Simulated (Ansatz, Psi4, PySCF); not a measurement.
IZn (SMILES [Zn+][I]), charge +1, singlet, at a GFN2-xTB geometry (such geometries of metal compounds can be far from the true shape) (all electrons, no relativity). Base run: CAMB3LYP/STO-3G (PySCF).

Geometry (Å):
```xyz
2

Zn     0.0000     0.0000    -1.5204
I      0.0000     0.0000     0.8606
```
Charge +1, spin multiplicity 1.
All else is at PySCF's defaults.

The same geometry, method and basis name were run in Ansatz (a first-principles code) and Psi4 and PySCF, at each program's defaults and at the settings that a row names. The base is PySCF at its defaults. Differences at the defaults can come from grids, fitting, cores and function types together.

```csv
code and settings,ΔE vs base (mEh),basis functions,E (Eh),SCF cycles
"PySCF, defaults (exact integrals, its default grid, spherical functions)",0.000,45,-8611.49581,40
"Ansatz, defaults (factorised integrals, its default grid, spherical functions)",-0.037,45,-8611.49585,-
"PySCF, fine grid",-0.043,45,-8611.49586,46
"Psi4, exact integrals, spherical functions, fine grid",-0.015,45,-8611.49583,40
"Ansatz, high accuracy",-0.040,45,-8611.49585,-
```
